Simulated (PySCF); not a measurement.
selenium hexafluoride (F$_{6}$Se), singlet, at a GFN2-xTB geometry. Base run: TPSS/STO-3G (PySCF).

PySCF was given this input:
```python
from pyscf import gto, scf, dft

mol = gto.M(
    atom='''
F     0.97227429   -1.31989934   -0.49748921
Se   -0.00000000    0.00000000    0.00000000
F     1.22973411    1.08914258   -0.48628133
F    -1.22973411   -1.08914258    0.48628133
F    -0.69092966    0.08112488   -1.56556125
F     0.69092966   -0.08112488    1.56556125
F    -0.97227429    1.31989934    0.49748921
''',
    basis='sto-3g',
    verbose=4,
    symmetry=True,
)

mf = dft.RKS(mol)
mf.xc = 'tpss'
mf.kernel()
mf.analyze()
```

The base run was repeated with changes; each row names its change, and settings that it needs were set with it.

```csv
change,ΔE vs base (eV),point group used,SCF cycles,outcome
base,0.00,D2h,8,converged
symmetry_subgroup = C2v,0.00,C2v,8,converged
irrep_nelec = Ag:30 B1g:4 B2g:6 B3g:6 B1u:14 B2u:14 B3u:14,15.52,D2h,10,converged
symmetry = off,0.00,C1,8,converged
irrep_nelec = Ag:28 B1g:8 B2g:6 B3g:6 B1u:12 B2u:14 B3u:14,-,-,-,input refused
symmetry_subgroup = D2,-,-,-,input refused
symmetry_subgroup = C2h,0.00,C2h,8,converged
irrep_nelec = Ag:28 B1g:6 B2g:6 B3g:6 B1u:16 B2u:12 B3u:14,-,-,50,not converged
irrep_nelec = Ag:28 B1g:6 B2g:6 B3g:8 B1u:14 B2u:12 B3u:14,-,-,-,input refused
```

- irrep_nelec = Ag:28 B1g:8 B2g:6 B3g:6 B1u:12 B2u:14 B3u:14: ended with `ValueError: More electrons than orbitals for irrep B1g nelec = 4 + 4, norb = 3`
- symmetry_subgroup = D2: ended with `pyscf.lib.exceptions.PointGroupSymmetryError: D2 not in Ablien subgroup of Oh`
- irrep_nelec = Ag:28 B1g:6 B2g:6 B3g:8 B1u:14 B2u:12 B3u:14: ended with `ValueError: More electrons than orbitals for irrep B3g nelec = 4 + 4, norb = 3`
